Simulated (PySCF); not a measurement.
Gas-phase reaction: SnCl4 + 4 H ⇌ SnHCl + 3 HCl

Method: PySCF energies (xtb for GFN2) plus ideal-gas RRHO corrections (1 bar). † marks an energy on the PBE0/def2-TZVP geometry and frequencies; other levels use their own. CCSD(T) freezes the core. Open shells (unrestricted): H (multiplicity 2); the rest are closed-shell singlets. GFN2 has no spin-polarisation term. Sn: scalar-relativistic def2 core potential, no spin-orbit coupling. SnHCl: computed as isolated molecules; such fragments, hydroxides, amides, oligomers or adducts are transient or little studied in the gas. CCSD(T) isn't extrapolated to the basis-set limit.

```json
[
 {"level": "BLYP/def2-TZVP†", "ΔH°(298 K), kJ": "-679"},
 {"level": "CCSD(T)/def2-SVP†", "ΔH°(298 K), kJ": "(withheld)"},
 {"level": "GFN2-xTB", "ΔH°(298 K), kJ": "-906"},
 {"level": "HF/def2-TZVP†", "ΔH°(298 K), kJ": "(withheld)"},
 {"level": "PBE/def2-SVP", "ΔH°(298 K), kJ": "-594"},
 {"level": "PBE0/def2-TZVP", "ΔH°(298 K), kJ": "(withheld)"},
 {"level": "ωB97M-V/def2-TZVP†", "ΔH°(298 K), kJ": "-618"}
]
```

Problem. Some entries are withheld; supply them.

Solution. 
- CCSD(T)/def2-SVP†, ΔH°(298 K), kJ: -603
- HF/def2-TZVP†, ΔH°(298 K), kJ: -434
- PBE0/def2-TZVP, ΔH°(298 K), kJ: -599
